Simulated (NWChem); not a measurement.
Species: C₃H₇FSi; SMILES [SiH3]/C(F)=C\C

Results from NWChem. Medium grid unless said otherwise, to which SCAN and Minnesota functionals are sensitive. All runs use the structure optimised with PBE0/def2-SVP. No frequency run checked for a minimum.

Problem. Order these by “highest occupied level (eV)”, lowest first: KT2/def2-SVP; B3LYP/def2-SVP; M06-2X/def2-SVP; SCAN/def2-SVP.

Solution. M06-2X/def2-SVP (-8.36), B3LYP/def2-SVP (-6.86), SCAN/def2-SVP (-6.17), KT2/def2-SVP (-5.89)
